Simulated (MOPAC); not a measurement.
MOPAC input (AM1):

```
AM1 PRECISE GNORM=0.05 LET XYZ UHF MS=0.5 GEO-OK AUX(PRECISION=9) THREADS=1
H5N2OSi

N    -0.81979100 1   -1.19475500 1    0.79061300 1
Si    0.06719800 1    0.19909700 1    0.32565900 1
N     1.38586200 1   -0.38353100 1   -0.60524700 1
O    -0.63050400 1    1.29067500 1   -0.72287600 1
H    -1.43368800 1   -1.19239500 1    1.58762000 1
H    -1.05156200 1   -1.92037400 1    0.12606700 1
H     1.89189500 1    0.24322300 1   -1.21118900 1
H     1.97210200 1   -1.11890500 1   -0.24421300 1
H    -1.23797500 1    1.92368900 1   -0.33206200 1
```

Output:

```
 *******************************************************************************
 **                                                                           **
 **                              MOPAC v23.2.5                                **
 **                                                                           **
 *******************************************************************************
 ** MOPAC's Digital Object Identifier: https://doi.org/10.5281/zenodo.6511958 **
 **                                                                           **
 ** Please cite the open-source release paper for use of this MOPAC version:  **
 ** J. E. Moussa and J. J. P. Stewart (2026)                                  **
 ** MOPAC: An open-source semiempirical molecular orbital program             **
 ** J. Open Source Softw., 11(119), 8025, https://doi.org/10.21105/joss.08025 **
 *******************************************************************************

                              AM1 CALCULATION RESULTS

 *******************************************************************************
 *  AM1        - The AM1 Hamiltonian to be used
 *  GEO-OK     - OVERRIDE INTERATOMIC DISTANCE AND OTHER SAFETY CHECKS
 *  UHF        - UNRESTRICTED HARTREE-FOCK CALCULATION
 *  MS=        - IN MECI, MAGNETIC COMPONENT OF SPIN =  0.5
 *  LET        - OVERRIDE SOME SAFETY CHECKS
 *  PRECISE    - TIGHTER CRITERIA TO BE USED
 *  XYZ        - CARTESIAN COORDINATE SYSTEM TO BE USED
 *  GNORM      - EXIT WHEN GRADIENT NORM DROPS BELOW 0.050
 *  AUX        - OUTPUT AUXILIARY INFORMATION
 *******************************************************************************
AM1 PRECISE GNORM=0.05 LET XYZ UHF MS=0.5 GEO-OK AUX(PRECISION=9) THREADS=1
 H5N2OSi

   ATOM   CHEMICAL          X               Y               Z
  NUMBER   SYMBOL      (ANGSTROMS)     (ANGSTROMS)     (ANGSTROMS)

     1       N         -0.81979100  *  -1.19475500  *   0.79061300  *
     2      Si          0.06719800  *   0.19909700  *   0.32565900  *
     3       N          1.38586200  *  -0.38353100  *  -0.60524700  *
     4       O         -0.63050400  *   1.29067500  *  -0.72287600  *
     5       H         -1.43368800  *  -1.19239500  *   1.58762000  *
     6       H         -1.05156200  *  -1.92037400  *   0.12606700  *
     7       H          1.89189500  *   0.24322300  *  -1.21118900  *
     8       H          1.97210200  *  -1.11890500  *  -0.24421300  *
     9       H         -1.23797500  *   1.92368900  *  -0.33206200  *

          CARTESIAN COORDINATES

    NO.       ATOM           X           Y           Z

     1         N         -0.8198     -1.1948      0.7906
     2        Si          0.0672      0.1991      0.3257
     3         N          1.3859     -0.3835     -0.6052
     4         O         -0.6305      1.2907     -0.7229
     5         H         -1.4337     -1.1924      1.5876
     6         H         -1.0516     -1.9204      0.1261
     7         H          1.8919      0.2432     -1.2112
     8         H          1.9721     -1.1189     -0.2442
     9         H         -1.2380      1.9237     -0.3321

  H: (AM1): M.J.S. DEWAR ET AL, J. AM. CHEM. SOC. 107 3902-3909 (1985)
  N: (AM1): M.J.S. DEWAR ET AL, J. AM. CHEM. SOC. 107 3902-3909 (1985)
  O: (AM1): M.J.S. DEWAR ET AL, J. AM. CHEM. SOC. 107 3902-3909 (1985)
 Si: (AM1): M.J.S.DEWAR, C. JIE, ORGANOMETALLICS, 6, 1486-1490 (1987).
[...]
            Atom       Atom       Distance
            H     7    H     5     4.56564
            H     9    H     8     3.96761
            H     6    O     4     1.90656

          SCF CALCULATIONS        =        121

   ATOM   CHEMICAL          X               Y               Z
  NUMBER   SYMBOL      (ANGSTROMS)     (ANGSTROMS)     (ANGSTROMS)

     1       N         -0.92028839  *  -1.09491817  *   0.76607955  *
     2      Si          0.15441839  *   0.12929515  *   0.33387240  *
     3       N          1.46254737  *  -0.37303696  *  -0.60115436  *
     4       O         -0.64630840  *   1.46460225  *  -0.50246886  *
     5       H         -1.49622847  *  -1.05328803  *   1.56371758  *
     6       H         -1.04032439  *  -1.94347964  *   0.28047356  *
     7       H          1.77703457  *   0.11815670  *  -1.39576459  *
     8       H          2.03077287  *  -1.15093755  *  -0.40112170  *
     9       H         -1.43916257  *   1.22899233  *  -0.96638819  *

                             CARTESIAN COORDINATES

   1    N       -0.920288394    -1.094918172     0.766079547
   2   Si        0.154418394     0.129295147     0.333872396
   3    N        1.462547366    -0.373036956    -0.601154364
   4    O       -0.646308399     1.464602248    -0.502468856
   5    H       -1.496228471    -1.053288031     1.563717582
   6    H       -1.040324388    -1.943479637     0.280473561
   7    H        1.777034570     0.118156701    -1.395764588
   8    H        2.030772871    -1.150937552    -0.401121696
   9    H       -1.439162575     1.228992333    -0.966388193

           Empirical Formula: H5 N2 O Si  =     9 atoms

      MOLECULAR POINT GROUP   :   C1

          ALPHA EIGENVALUES
 -34.79200 -32.37882 -32.28323 -17.45516 -16.83306 -16.61219 -15.93095 -14.70052
 -12.74193 -11.98120 -11.01848 -10.25914  -7.44518   1.89334   2.17916   2.70649
   5.50017   5.62693   6.35247   6.43881   6.65598

           BETA EIGENVALUES
 -34.74207 -32.23585 -32.13715 -17.25102 -16.76258 -16.38079 -15.83988 -14.59290
 -12.67336 -11.70575 -10.51562  -9.95276   0.52704   2.47236   2.80269   2.85725
   5.56098   5.76782   6.42781   6.49936   6.77623

              NET ATOMIC CHARGES AND DIPOLE CONTRIBUTIONS

  ATOM NO.   TYPE          CHARGE      No. of ELECS.   s-Pop       p-Pop
    1          N          -0.742282        5.7423     1.50935     4.23293
    2         Si           1.143294        2.8567     0.89408     1.96262
    3          N          -0.720947        5.7209     1.50738     4.21357
    4          O          -0.626044        6.6260     1.85700     4.76904
    5          H           0.187066        0.8129     0.81293
    6          H           0.176406        0.8236     0.82359
    7          H           0.190267        0.8097     0.80973
    8          H           0.185702        0.8143     0.81430
    9          H           0.206538        0.7935     0.79346
 DIPOLE           X         Y         Z       TOTAL
 POINT-CHG.     0.790    -0.791     1.745     2.073
 HYBRID        -0.722    -1.691    -1.562     2.413
 SUM            0.067    -2.482     0.183     2.490

          ATOMIC ORBITAL ELECTRON POPULATIONS

     Atom    s        px        py        pz
    1  N   1.50935   1.55587   1.31793   1.35912
    2 Si   0.89408   0.59860   0.57213   0.79189
    3  N   1.50738   1.45479   1.36479   1.39398
    4  O   1.85700   1.43746   1.61755   1.71403
    5  H   0.81293
    6  H   0.82359
    7  H   0.80973
    8  H   0.81430
    9  H   0.79346

                    (SZ)    =    0.500000
                    (S**2)  =    0.756054

          ATOMIC ORBITAL SPIN POPULATIONS

    Atom   Total    s     px     py     pz
         Atomic
    1  N  0.0172  0.003  0.023 -0.010  0.001
    2 Si  0.8307  0.291  0.054  0.108  0.378
    3  N  0.1039  0.006  0.015  0.037  0.045
    4  O  0.0104  0.004 -0.002 -0.014  0.022
    5  H -0.0017 -0.002
    6  H  0.0235  0.024
    7  H  0.0011  0.001
    8  H -0.0037 -0.004
    9  H  0.0186  0.019

 **********************
 *                    *
 * JOB ENDED NORMALLY *
 *                    *
 **********************

 == MOPAC DONE ==
```

The geometry given is a B3LYP-D3(BJ)/def2-TZVP minimum.
